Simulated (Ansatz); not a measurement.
Cartesian coordinates in Å:
```
C 0.4183 -1.1926 1.6330
C -0.1578 0.0079 1.7590
Al -0.5436 1.1230 0.2256
Si -0.0112 0.4045 -2.0729
Cl 0.8751 -1.4760 -2.1768
H 0.6964 -1.6012 0.6650
H 0.6404 -1.8267 2.4899
H -0.4000 0.3312 2.7721
H -1.2216 2.5526 0.3894
H 0.9296 1.3414 -2.7500
H -1.2256 0.3359 -2.9343
```

Total charge 0; spin multiplicity 1.

Task: List the PBE/def2-TZVPP orbital energies in eV (the Gaussian-basis code of Ansatz). (Estimate.)

Result: Computed: Occupied: -2738.76, -1780.22, -1506.73, -269.40, -268.87, -249.33, -190.03, -189.86, -189.86, -137.89, -107.01, -94.70, -94.59, -94.58, -69.14, -68.90, -68.86, -20.29, -18.90, -14.04, -13.09, -11.46, -10.24, -9.44, -9.08, -9.07, -8.20, -7.39, -7.23, -7.08, -6.28. Lowest empty: -2.92, -1.43, -1.11, -0.50, 0.67, 0.78, 0.79, 0.99.
